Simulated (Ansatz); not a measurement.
Ansatz results at the PBE0-D4/def2-TZVP geometry: ideal-gas entropy at 298 K and 1 bar (rigid rotor, harmonic PBE0-D4/def2-TZVP) 343 J/(mol·K); HOMO energy (PBE/def2-TZVPP) -4.91 eV; HOMO energy (ωB97M-V/def2-TZVPP) -7.83 eV.

Each molecule was computed in one conformer, which needn't be the lowest.

(1) Which molecule gave them?
A. `O[SiH]1[CH2][AlH]1`
B. `[OH][AlH][SiH2]O`
C. `B/C=C(\C)S`
D. `[Cl][Ga]1[CH2]S[CH2]1`

Results:

(1) A. The others give `[OH][AlH][SiH2]O`: 357, -5.93, -9.14; `[Cl][Ga]1[CH2]S[CH2]1`: 353, -5.36, -8.78; `B/C=C(\C)S`: 332, -6.02, -9.02.
